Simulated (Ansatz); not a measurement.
BeF2, triplet, geometry from GFN2-xTB (such geometries of metal compounds can be far from the true shape) (a higher spin typed on purpose: for a closed-shell molecule this is an excited state); Ansatz (a quantum-chemistry and plane-wave program) with WB97X-V/def2-SVPD.

The Ansatz input:
Ansatz 0.2 input:
```yaml
crystal:
  periodic: [false, false, false]
  atoms:
    - {symbol: Be, position_ang: [-0.33931682, 0.41164761, -0.78551009]}
    - {symbol: F, position_ang: [1.03583286, -0.10883487, -0.24941508]}
    - {symbol: F, position_ang: [-0.88502539, -0.07411962, 0.59853068]}
basis:
  gaussian:
    orbitals: def2-SVPD
hamiltonian:
  xc: {name: wB97X-V}
magnetization: {spin_polarized: true, initial_magnetization: 2}
```

**Question.** What does Ansatz print? Leave out banner, timings and long lists.

**Answer.** 
```
Functional definition: wB97X-V
522 factors; their error is unknown
205 factors; integrals over basis functions are off by at most 2.6e-5 eV
mean field evaluation 1: about -5824.9432 eV, gradient 1.5e1 eV
mean field evaluation 2: about -5825.6476 eV, gradient 1.3e1 eV
mean field evaluation 4: about -5826.1831 eV, gradient 4.1e-1 eV
mean field evaluation 8: about -5826.2027 eV, gradient 6.9e-2 eV
mean field evaluation 16: about -5826.2030 eV, gradient 1.1e-4 eV
mean field -5826.20295803 eV, -214.1090095655 hartree, gradient 2.4e-5 eV, S^2 2.006242; 1 other end points of the search recorded, 0 dependent functions left out
reference -5826.20295927 eV, -214.1090096110 hartree; 12, 10 occupied and 46, 48 virtual orbitals, 522 factors
Total energy: -5826.20295927 eV, -214.1090096110 hartree
```
